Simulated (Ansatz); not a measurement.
`O[Si](F)([SiH3])I` + H₂O → `O[Si](O)(F)[SiH3]` + HI at 600 K and 1 bar (formal hydrolysis of the Si–I bond).

Isolated molecules relaxed with PBE0-D4/def2-TZVP in Ansatz; ΔE leaves out vibrations. CBS: MP2 limit from def2 TZ/QZ plus the TZ coupled-cluster correction, frozen cores. This one scheme is used for every species. def2 core potentials past Kr. For I outer-core shells are correlated without core-valence functions, which leaves a few kJ/mol of doubt a bond. One conformer a species, not always the lowest.

```tsv
species	CCSD(T)/CBS energy (Eh)	H − E (kJ/mol)	S (J/(mol·K))
`O[Si](F)([SiH3])I`	-1053.12978	182.1	490.6
H₂O	-76.37941	76.8	212.8
`O[Si](O)(F)[SiH3]`	-831.48045	218.9	472.0
HI	-298.03592	31.6	227.0
```

H − E and S are ideal-gas, rigid-rotor, harmonic terms from PBE0-D4/def2-TZVP, for one conformer and one mirror image of each species. 1 Eh = 2625.50 kJ/mol, R = 8.31446 J/(mol·K).

By hand: ΔE, ΔH, ΔS and ΔG.

ΔE = (-831.48045) + (-298.03592) − (-1053.12978) − (-76.37941) = -0.00718 Eh = -18.9 kJ/mol. Δ(H − E) = 218.9 + 31.6 − 182.1 − 76.8 = -8.4, so ΔH = -27.3 kJ/mol. ΔS = 472.0 + 227.0 − 490.6 − 212.8 = -4.4 J/(mol·K). ΔG = -27.3 − 600 × (-4.4)/1000 = -24.7 kJ/mol.

By hand: the equilibrium constant, and the temperature at which ΔG would vanish if ΔH and ΔS stayed fixed.

log₁₀ K = −ΔG/(RT ln 10) = 2.2. ΔG = 0 at ΔH/ΔS = 6205 K, far beyond where these terms or the molecules hold.

The number of gas molecules stays the same, so ΔS is small and ΔH decides. A doubt of 5 kJ/mol in ΔE shifts log₁₀ K by 0.4 here. Other conformers and mirror images would add mixing entropy, several J/(mol·K) or more a flexible species. These are equilibria of isolated gas molecules and say nothing of rates. Largest T1 diagnostic: 0.013 (customary marks: 0.02 for closed shells, 0.045 for open ones).
